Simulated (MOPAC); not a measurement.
A run for MOPAC: AM1 on HF-, 2S+1 = 2, a spin state set in the input, which need not be the lowest, a point of a bond scan (R = 1.242 Å). Charge -1.

```
AM1 1SCF PRECISE CHARGE=-1 UHF MS=0.5 THREADS=1
FH

H      0.00000000 1     0.00000000 1     0.00000000 1
F      0.00000000 1     0.00000000 1     1.24163800 1
```

It printed:

```
*******************************************************************************
 **                                                                           **
 **                              MOPAC v23.2.5                                **
 **                                                                           **
 *******************************************************************************
 ** MOPAC's Digital Object Identifier: https://doi.org/10.5281/zenodo.6511958 **
 **                                                                           **
 ** Please cite the open-source release paper for use of this MOPAC version:  **
 ** J. E. Moussa and J. J. P. Stewart (2026)                                  **
 ** MOPAC: An open-source semiempirical molecular orbital program             **
 ** J. Open Source Softw., 11(119), 8025, https://doi.org/10.21105/joss.08025 **
 *******************************************************************************

                              AM1 CALCULATION RESULTS

 *******************************************************************************
 *  AM1        - The AM1 Hamiltonian to be used
 *  UHF        - UNRESTRICTED HARTREE-FOCK CALCULATION
 *
 *
 *
 *                 CHARGE ON SYSTEM = -1
 *
 *
 *
 *  MS=        - IN MECI, MAGNETIC COMPONENT OF SPIN =  0.5
 *  PRECISE    - TIGHTER CRITERIA TO BE USED
 *  1SCF       - DO 1 SCF AND THEN STOP
 *  THREADS=1  - MULTI-THREADING NOT USED
 *  T=         - A TIME OF 172800.0 SECONDS REQUESTED
 *  DUMP=N     - RESTART FILE WRITTEN EVERY 7200.0 SECONDS REQUESTED
 *******************************************************************************
AM1 1SCF PRECISE CHARGE=-1 UHF MS=0.5 THREADS=1
 FH

   ATOM   CHEMICAL          X               Y               Z
  NUMBER   SYMBOL      (ANGSTROMS)     (ANGSTROMS)     (ANGSTROMS)

     1       H          0.00000000  *   0.00000000  *   0.00000000  *
     2       F          0.00000000  *   0.00000000  *   1.24163800  *



          CARTESIAN COORDINATES

    NO.       ATOM           X           Y           Z

     1         H          0.0000      0.0000      0.0000
     2         F          0.0000      0.0000      1.2416

  H: (AM1): M.J.S. DEWAR ET AL, J. AM. CHEM. SOC. 107 3902-3909 (1985)
  F: (AM1): M.J.S. DEWAR AND E. G. ZOEBISCH, THEOCHEM, 180, 1 (1988).

           Empirical Formula: H F  =     2 atoms



      MOLECULAR POINT GROUP   :   C*v


          UHF CALCULATION, NO. OF ALPHA ELECTRONS =    5
                           NO. OF BETA  ELECTRONS =    4

 -------------------------------------------------------------------------------
 AM1 1SCF PRECISE CHARGE=-1 UHF MS=0.5 THREADS=1
 FH



     1SCF WAS SPECIFIED, SO BFGS WAS NOT USED
     SCF FIELD WAS ACHIEVED


                              AM1 CALCULATION
                                                       MOPAC v23.2.5 Linux




          FINAL HEAT OF FORMATION =         33.72577 KCAL/MOL =     141.10863 KJ/MOL


          COSMO AREA              =         41.97 SQUARE ANGSTROMS
          COSMO VOLUME            =         24.87 CUBIC ANGSTROMS

          IONIZATION POTENTIAL    =         -2.193098 EV
          ALPHA SOMO LUMO (EV)    =          2.193
          BETA  SOMO LUMO (EV)    =         -2.629 34.380
          NO. OF ALPHA ELECTRONS  =          5
          NO. OF BETA  ELECTRONS  =          4
          MOLECULAR WEIGHT        =         20.0063         POINT GROUP:  C*v

          MOLECULAR DIMENSIONS (Angstroms)

            Atom       Atom       Distance
            F     2    H     1     1.24164
            F     2    H     1     0.00000
            H     1    F     2     0.00000


          SCF CALCULATIONS        =          1





   ATOM   CHEMICAL          X               Y               Z
  NUMBER   SYMBOL      (ANGSTROMS)     (ANGSTROMS)     (ANGSTROMS)

     1       H          0.00000000  *   0.00000000  *   0.00000000  *
     2       F          0.00000000  *   0.00000000  *   1.24163800  *

                             CARTESIAN COORDINATES

   1    H        0.000000000     0.000000000     0.000000000
   2    F        0.000000000     0.000000000     1.241638000


           Empirical Formula: H F  =     2 atoms



      MOLECULAR POINT GROUP   :   C*v


          ALPHA EIGENVALUES
 -34.45717  -6.22768  -3.06861  -3.06861   2.19310


           BETA EIGENVALUES
 -32.68903  -3.98706  -2.62899  -2.62899  34.38015


              NET ATOMIC CHARGES AND DIPOLE CONTRIBUTIONS

  ATOM NO.   TYPE          CHARGE      No. of ELECS.   s-Pop       p-Pop
    1          H          -0.384586        1.3846     1.38459
    2          F          -0.615414        7.6154     1.97621     5.63920
 DIPOLE           X         Y         Z       TOTAL
 POINT-CHG.     0.000     0.000     1.993     1.993
 HYBRID        -0.000    -0.000    -0.195     0.195
 SUM           -0.000    -0.000     1.798     1.798


          ATOMIC ORBITAL ELECTRON POPULATIONS

     Atom    s        px        py        pz
    1  H   1.38459
    2  F   1.97621   2.00000   2.00000   1.63920


                    (SZ)    =    0.500000
                    (S**2)  =    0.750000


          ATOMIC ORBITAL SPIN POPULATIONS

    Atom   Total    s     px     py     pz
         Atomic
    1  H  0.6154  0.615
    2  F  0.3846  0.024  0.000 -0.000  0.361

 **********************
 *                    *
 * JOB ENDED NORMALLY *
 *                    *
 **********************




 == MOPAC DONE ==
```

The run finished.

Cost: around 0.03 core-seconds (rough).
